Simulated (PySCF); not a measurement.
# Name the molecule from its bond curve

A diatomic of charge 0 contains Sn. Its doublet curve at UHF in a triple-zeta basis (scalar-relativistic core potentials, PySCF), in eV from the separated fragments:

```tsv
R (Å)	E (eV)
1.531	-1.282
1.602	-1.539
1.673	-1.683
1.727	-1.732
1.780	-1.741
1.833	-1.718
1.905	-1.648
1.994	-1.514
2.100	-1.306
2.243	-0.989
```

The fit gives ωe = 1794 cm⁻¹ and the rotational constant Bₑ = 5.401 cm⁻¹.

Problem. Which atom is the partner?

Solution. The minimum lies at 1.767 Å, so the reduced mass is 16.8576 u Å² cm⁻¹/(Bₑ·Re²) = 0.9997 u. With Sn at 119.90 u the partner weighs about 1.0 u: H. The molecule is SnH.

Spin–orbit coupling is left out. The state was picked by a PBE0 search and need not be the measured ground state.
